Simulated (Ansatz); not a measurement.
Ideal-gas functions of `Brc1ccco1` at 400 K and 1 bar, from an Ansatz frequency run at PBE0-D4/def2-TZVP.

Molar mass 146.97 g/mol, point group Cs (symmetry number 1), electronic degeneracy 1, moments of inertia 53.98, 374.932, 428.912 u Å². Harmonic wavenumbers (cm⁻¹, unscaled): 205, 267, 381, 618, 641, 747, 819, 877, 900, 930, 1033, 1098, 1156, 1217, 1252, 1416, 1521, 1617, 3271, 3291, 3304.

Use S(trans) = R[1.5 ln M + 2.5 ln T − 1.1517]; rotational temperatures θ = 24.2544 K / I; S(rot) = R[ln(√π/σ · √(T³/θAθBθC)) + 1.5]; for each mode x = 1.438777 ν̃/T, S = R[x/(eˣ − 1) − ln(1 − e⁻ˣ)] and H = RT x/(eˣ − 1); 1 cm⁻¹ = 0.0119627 kJ/mol; R = 8.31446 J/(mol·K).

Problem. By hand: the entropy, in J/(mol·K).

Solution. Translation 177.2. Rotation: θ = 0.4493, 0.0647, 0.0565 K, giving 118.6. Vibration, mode by mode: 11.03, 8.96, 6.32, 3.20, 3.00, 2.22, 1.81, 1.53, 1.43, 1.31, 0.98, 0.81, 0.68, 0.57, 0.51, 0.31, 0.23, 0.17, 0.00, 0.00, 0.00, in all 45.1. Electronic 0.0. Sum 340.9 J/(mol·K).

Problem. By hand: H − E and G − E in kJ/mol, counted from the electronic energy.

Solution. Zero-point energy ½ × 26561 × 0.0119627 = 158.9; thermal vibration 11.4; translation, rotation and pV give 4 RT = 13.3. H − E = 183.6 kJ/mol, and G − E = 183.6 − 400 × 340.9/1000 = 47.2 kJ/mol.

Vibration gives 13 % of the entropy.
